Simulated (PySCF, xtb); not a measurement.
C2H10OSi3, SMILES O=CC[SiH2][SiH2][SiH3].

GFN2-xTB (xtb 6.7.1) at its own geometry gives an orbital gap of 3.30 eV and a dipole moment of 3.90 D.

Geometry optimised at B3LYP-D3(BJ)/def2-SVP. The structure was generated by enumeration, and PubChem lists no compound with its InChIKey, so it may never have been made. One conformer was computed; it need not be the lowest.

### Question
What does PBE0/def2-TZVP (PySCF) give? (The exact figures need the calculation; the answer reports its results.)

### Answer
gap 6.45 eV (levels -7.42 and -0.98 eV), dipole 2.94 D.
